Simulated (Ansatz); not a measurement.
Ansatz results at the PBE0-D4/def2-TZVP geometry: HOMO energy (B3LYP/def2-TZVPP) -8.03 eV; LUMO energy (PBE0/def2-TZVPP) -0.90 eV; HOMO–LUMO gap (ωB97M-V/def2-TZVPP) 11.41 eV.

Each molecule was computed in one conformer, which needn't be the lowest.

Task: Which molecule gave them?
A. `CB(N)[SiH2]C#N`
B. `C[BH][Al]([CH3])[F]`
C. `N=CCS`
D. `[CH3][In]([SH])[SiH2]O`

Result: A. The others give `C[BH][Al]([CH3])[F]`: -6.85, -1.82, 9.28; `[CH3][In]([SH])[SiH2]O`: -6.92, -1.62, 9.05; `N=CCS`: -6.84, -0.51, 11.03.

B3LYP here is the variant with VWN-RPA as its local correlation; programs differ in this.
